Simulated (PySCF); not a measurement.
Level of theory: PBE-D3(BJ)/def2-TZVP // B3LYP-D3(BJ)/def2-TZVP (PySCF 2.14.0). Gas-phase values, no solvent. One relaxed conformer stands for a flexible species; it need not be the lowest. 

Reference species (SMILES): `[OH][Ga]([OH])[OH]` (neutral, multiplicity 1).

```
Property    Result
--------  --------
HOMO      -7.20 eV
LUMO      -1.91 eV
```

Changed species: `[OH][Ga]([OH])[Br]` (H–O–Ga–Br torsion 0°, Br–Ga–O–H torsion -180°) (2 of 3 Br replaced by OH; the reference has 3 of 3 Br replaced by OH).

Question: Give the shifts of the HOMO and LUMO.

Answer: the HOMO drops by 0.17 eV, to -7.37 eV; the LUMO decreases by 0.43 eV, to -2.34 eV.
